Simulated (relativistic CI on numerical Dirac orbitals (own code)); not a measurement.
**Fe³⁺ in a cubic cluster: 3p photoemission with charge transfer**

Computed with a charge-transfer multiplet model of a cubic metal-ligand cluster with up to one ligand hole, Slater and spin-orbit integrals from Dirac-Coulomb-Breit ions, Slater integrals scaled by 0.7. The ground state mixes d5 with configurations of k ligand holes L, whose averages lie at kΔ + k(k − 1)U_dd/2; a core hole lowers each added d electron by U_cd. 300 K, Lorentzian 0.9 eV and Gaussian 0.8 eV FWHM.

Atomic integrals in eV (Slater integrals scaled, ζ unscaled), ground: F2dd 8.389, F4dd 5.243, zeta_d 0.056; with the core hole: F2dd 9.099, F4dd 5.720, zeta_d 0.062, zeta_core 1.048, F2cd 9.565, G1cd 11.781, G3cd 7.235.

Cluster parameters (eV): Δ = 3.3, U_dd = 6.3, U_cd = 7.2, 10Dq(ligand) = 0.1, V(eg) = 3.2, V(t2g) = -1.66, final-state hopping factor = 1.

```tsv
Case	n_d	d5	d6L	S
10Dq = 0.9 eV	5.27	0.73	0.27	2.50
10Dq = 1.2 eV	5.26	0.74	0.26	2.50
10Dq = 1.5 eV	5.26	0.74	0.26	2.49
```

Weights, n_d and S are thermal averages at 300 K. Binding energies count from the first peak over 30 % of the highest in each spectrum, which can be another peak from case to case. The parameters are a model scan and need not match a compound or its usual spin state. Peaks in eV (height, largest 100):
- 10Dq = 0.9 eV: 0.0 (100), 7.9 (11), 11.9 (11), 17.3 (35), 19.2 (12), 28.1 (8)
- 10Dq = 1.2 eV: 0.0 (100), 7.9 (11), 12.0 (11), 17.3 (34), 28.2 (8)
- 10Dq = 1.5 eV: 0.0 (100), 7.9 (11), 12.0 (10), 17.4 (33), 28.2 (8)

For the case 10Dq = 1.5 eV, Δ = 3.3 eV is smaller than U_dd = 6.3 eV, the charge-transfer side of the Zaanen-Sawatzky-Allen scheme. With the core hole the average of the configuration with one ligand hole lies at Δ − U_cd = -3.9 eV before mixing: the effective hopping of about 5.2 eV (from the holes of the mixed ground state) is comparable with this gap or larger, so the configurations mix strongly.

With at most 1 ligand hole the space is cut while the next configuration still counts, so covalency is underestimated, and a final configuration with one more ligand hole, which can lie low, is missing from the spectra.
